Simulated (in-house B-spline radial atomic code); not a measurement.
# Ionising Ag²⁺ with different functionals

Computed with an all-electron radial atomic-structure program (B-spline basis): four-component Dirac-Coulomb Hamiltonian, Fermi nucleus of rms radius 4.5454 fm, spin-restricted, spherical fractional occupations for the functionals. The ionisation energy is the difference of two self-consistent energies, [Kr] 4d9 → [Kr] 4d8, without Breit or QED terms; ε is the level of the shell that loses the electron (mean over j). The electron is taken from both j subshells in proportion to 2j + 1, so the result is a j average, not the step between ground levels.

Hybrids are left out here: with spherical fractional occupations of an open shell their exact exchange keeps a self-interaction that integer-occupation calculations don't have.

```json
{"method": "LDA VWN5", "rung": "LDA", "ΔSCF (eV)": "36.44", "-ε(4d) (eV)": "29.15"}
{"method": "relativistic LDA", "rung": "LDA", "ΔSCF (eV)": "36.46", "-ε(4d) (eV)": "29.16"}
{"method": "LDA PW92", "rung": "LDA", "ΔSCF (eV)": "36.44", "-ε(4d) (eV)": "29.15"}
{"method": "LDA exchange-only", "rung": "LDA", "ΔSCF (eV)": "?", "-ε(4d) (eV)": "?"}
{"method": "PBE", "rung": "GGA", "ΔSCF (eV)": "36.19", "-ε(4d) (eV)": "28.89"}
{"method": "PBEsol", "rung": "GGA", "ΔSCF (eV)": "36.18", "-ε(4d) (eV)": "28.88"}
{"method": "BLYP", "rung": "GGA", "ΔSCF (eV)": "36.08", "-ε(4d) (eV)": "28.79"}
{"method": "RPBE", "rung": "GGA", "ΔSCF (eV)": "36.11", "-ε(4d) (eV)": "28.81"}
{"method": "PW91", "rung": "GGA", "ΔSCF (eV)": "?", "-ε(4d) (eV)": "?"}
{"method": "BP86", "rung": "GGA", "ΔSCF (eV)": "36.28", "-ε(4d) (eV)": "28.98"}
{"method": "AM05", "rung": "GGA", "ΔSCF (eV)": "36.17", "-ε(4d) (eV)": "28.87"}
{"method": "OLYP", "rung": "GGA", "ΔSCF (eV)": "36.29", "-ε(4d) (eV)": "28.94"}
```

**Question.** What does LDA exchange-only give?

**Answer.** ΔSCF 34.82 eV, and -ε(4d) = 27.58 eV.

**Question.** What does PW91 give?

**Answer.** ΔSCF 36.27 eV, and -ε(4d) = 28.97 eV.

**Question.** How do they compare with the NIST value?

**Answer.** NIST lists 34.8 eV ± 0.3 (semi-empirical, ground level to ground level). Errors run from +0.02 to +1.66 eV. The correlated functionals all miss on the same side by more than they spread, so the cause is common to them (Breit-QED terms, spin polarisation, the choice among j levels, multiplet and fine-structure energies, or a listed next ion that isn't the cheapest removal here) and closeness doesn't rank the functionals.
